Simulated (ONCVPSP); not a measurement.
**Reading a pseudo-wave (aluminium)**

Columns: radius, all-electron u(r) and pseudo u(r) of the 3p shell (level -5.70 eV) of aluminium in the configuration [Ne] 3s2 3p0.5; PBE, scalar-relativistic, ONCV scheme, ONCVPSP 4.0.1.

```json
{"r (bohr)": "0.130", "all-electron": "-0.1142", "pseudo": "0.0043"}
{"r (bohr)": "0.260", "all-electron": "-0.2164", "pseudo": "0.0172"}
{"r (bohr)": "0.390", "all-electron": "-0.2338", "pseudo": "0.0385"}
{"r (bohr)": "0.520", "all-electron": "-0.1904", "pseudo": "0.0675"}
{"r (bohr)": "0.650", "all-electron": "-0.1143", "pseudo": "0.1031"}
{"r (bohr)": "0.780", "all-electron": "-0.0247", "pseudo": "0.1443"}
{"r (bohr)": "0.910", "all-electron": "0.0673", "pseudo": "0.1899"}
{"r (bohr)": "1.040", "all-electron": "0.1555", "pseudo": "0.2387"}
{"r (bohr)": "1.170", "all-electron": "0.2365", "pseudo": "0.2892"}
{"r (bohr)": "1.300", "all-electron": "0.3090", "pseudo": "0.3394"}
{"r (bohr)": "1.430", "all-electron": "0.3723", "pseudo": "0.3877"}
{"r (bohr)": "1.560", "all-electron": "0.4270", "pseudo": "0.4330"}
{"r (bohr)": "1.690", "all-electron": "0.4733", "pseudo": "0.4742"}
{"r (bohr)": "1.820", "all-electron": "0.5113", "pseudo": "0.5104"}
{"r (bohr)": "1.950", "all-electron": "0.5414", "pseudo": "0.5404"}
{"r (bohr)": "2.080", "all-electron": "0.5641", "pseudo": "0.5636"}
{"r (bohr)": "2.210", "all-electron": "0.5799", "pseudo": "0.5797"}
{"r (bohr)": "2.340", "all-electron": "0.5894", "pseudo": "0.5894"}
{"r (bohr)": "2.470", "all-electron": "0.5935", "pseudo": "0.5935"}
{"r (bohr)": "2.600", "all-electron": "0.5928", "pseudo": "0.5928"}
{"r (bohr)": "2.730", "all-electron": "0.5880", "pseudo": "0.5880"}
{"r (bohr)": "2.860", "all-electron": "0.5796", "pseudo": "0.5796"}
{"r (bohr)": "2.990", "all-electron": "0.5684", "pseudo": "0.5684"}
{"r (bohr)": "3.120", "all-electron": "0.5547", "pseudo": "0.5547"}
{"r (bohr)": "3.250", "all-electron": "0.5393", "pseudo": "0.5392"}
{"r (bohr)": "3.380", "all-electron": "0.5223", "pseudo": "0.5223"}
```

Problem. How many radial nodes do the two functions have?

Solution. The all-electron 3p function has n − l − 1 = 1; the pseudo-wave has 0, since the states of the same l below it are removed with the core.

Problem. At about which radius was the pseudo-wave matched?

Solution. 2.60 bohr. The columns agree to 0.0005 from 2.21 bohr on; several derivatives are matched, so the curves merge somewhat inside the radius.

Problem. Where does each function peak?

Solution. Outermost all-electron maximum near 2.47 bohr, pseudo maximum near 2.47 bohr (to the table’s step).

Problem. Is the pseudo-wave norm-conserving?

Solution. Yes: the ONCV scheme keeps the norm inside the radius equal to the all-electron one, which fixes the energy derivative of the logarithmic derivative at the level.
